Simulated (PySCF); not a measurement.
**Pb⁺ (lead, charge +1): r2SCAN calculation**

Configuration: [Xe] 4f14 5d10 6s2 6p1, 2P determinant. Computed with PySCF 2.14 in aug-cc-pwCVTZ-PP with ECP60MDF (8s7p6d4f1g, 96 functions), with a scalar-relativistic core potential.

```
Total energy                                                  : -192.6663 hartree
One-electron energy                                           : -329.8635 hartree
Hartree (Coulomb) energy                                      : 153.0963 hartree
Exchange-correlation energy                                   : -15.8991 hartree
⟨S²⟩                                                          : 0.7534
⟨L²⟩                                                          : 2.010
Sum of ⟨r⟩                                                    : 28.46 bohr
Sum of ⟨r²⟩                                                   : 49.69 bohr²
Traceless quadrupole moment −½Σ⟨3z² − r²⟩ along its main axis : -4.08 e·bohr²
```

```json
{"shell": "5s α", "electrons": "1", "mean orbital energy (hartree)": "-5.72604", "spread (hartree)": "0", "rms radius, mean of both spins (bohr)": "0.918"}
{"shell": "5s β", "electrons": "1", "mean orbital energy (hartree)": "-5.72372", "spread (hartree)": "0", "rms radius, mean of both spins (bohr)": "0.918"}
{"shell": "5p α", "electrons": "3", "mean orbital energy (hartree)": "-3.56640", "spread (hartree)": "0.01229", "rms radius, mean of both spins (bohr)": "1.05"}
{"shell": "5p β", "electrons": "3", "mean orbital energy (hartree)": "-3.56524", "spread (hartree)": "0.01565", "rms radius, mean of both spins (bohr)": "1.05"}
{"shell": "5d α", "electrons": "5", "mean orbital energy (hartree)": "-1.08620", "spread (hartree)": "0.01451", "rms radius, mean of both spins (bohr)": "1.41"}
{"shell": "5d β", "electrons": "5", "mean orbital energy (hartree)": "-1.08264", "spread (hartree)": "0.02048", "rms radius, mean of both spins (bohr)": "1.41"}
{"shell": "6s α", "electrons": "1", "mean orbital energy (hartree)": "-0.72573", "spread (hartree)": "0", "rms radius, mean of both spins (bohr)": "2.39"}
{"shell": "6s β", "electrons": "1", "mean orbital energy (hartree)": "-0.69771", "spread (hartree)": "0", "rms radius, mean of both spins (bohr)": "2.39"}
{"shell": "6p α", "electrons": "1", "mean orbital energy (hartree)": "-0.38705", "spread (hartree)": "0", "rms radius, mean of both spins (bohr)": "3.19"}
```

Energies and moments cover only the electrons outside the core potential. Spin-orbit coupling, absent here, splits the open shell strongly.
